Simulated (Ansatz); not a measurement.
A nudged elastic band was laid between two geometries of Cl2HInO + H2 (7 atoms, charge 0, multiplicity 1).

Computed with RHF/def2-SVP in Ansatz.

```json
{
 "movable images": "7",
 "climbing image": "yes",
 "spring": "5.0 eV/Å²",
 "optimiser": "quadratic models (default)",
 "start path": "through a guess of the saddle point",
 "force threshold": "0.05 eV/Å",
 "iteration limit": "60",
 "end points": "relaxed"
}
```

Initial state:

```xyz
7
Properties=species:S:1:pos:R:3
In -0.015 -0.250 0.121
O -0.035 -0.616 2.049
H -0.864 -0.642 2.503
Cl 1.985 -0.363 -1.061
Cl -2.002 0.181 -1.031
H 0.395 2.556 0.817
H 0.402 2.218 1.485
```

Final state:

```xyz
7
Properties=species:S:1:pos:R:3
In -0.001 1.054 -0.184
O -0.038 0.239 2.011
H -0.809 -0.291 2.185
Cl 1.966 -0.218 -0.601
Cl -1.991 -0.174 -0.628
H 0.018 2.763 -0.125
H 0.723 -0.289 2.225
```

(1) Which bonds break or form, and what moves?

(2) Give the energies along the band, and the barrier.

(3) What is the geometry of the highest image?

The band took 25 iterations and roughly 8 core-minutes.

Results:

(1) Bonds broken: H6–H7. Bonds formed: In1–H6, O2–H7. Cl2HInO + H2 becomes Cl2H3InO.

(2) The forces met the threshold. The highest image is number 2 of 0 to 8, 24.5 kcal/mol above the first end and 52.6 kcal/mol above the last; the last end lies 28.1 kcal/mol below the first. Neighbouring images differ by up to 1.5 eV, so the band resolves the path poorly. A vibrational analysis at the climbing image gives one clearly imaginary mode, 1718i cm⁻¹: a first-order saddle point. The orbitals stay closed-shell, which can raise the energy where a bond breaks towards radicals; this wasn't checked here.

```tsv
image	path coordinate (Å)	energy (kcal/mol)	H6–H7 (Å)	In1–H6 (Å)	O2–H7 (Å)
0	0.00	0.0	0.75	2.92	2.92
1	0.77	3.6	0.75	2.52	2.09
2	1.55	24.5	0.97	2.03	1.30
3	2.14	-10.1	1.65	1.79	0.97
4	2.74	-22.3	2.36	1.72	0.95
5	3.34	-25.8	3.01	1.72	0.95
6	3.93	-26.6	3.49	1.72	0.95
7	4.53	-27.6	3.78	1.71	0.95
8	5.13	-28.1	3.92	1.71	0.95
```

(3) 
```xyz
7
Properties=species:S:1:pos:R:3
In 0.049 0.268 -0.085
O -0.026 0.103 1.996
H -0.559 -0.336 2.645
Cl 2.003 -0.459 -1.133
Cl -2.015 0.164 -1.178
H 0.288 1.989 0.959
H 0.126 1.355 1.681
```

Time of the run: 7.5 min on 1 thread of Arm Neoverse V1, on a shared host, peak memory 0.19 GiB.
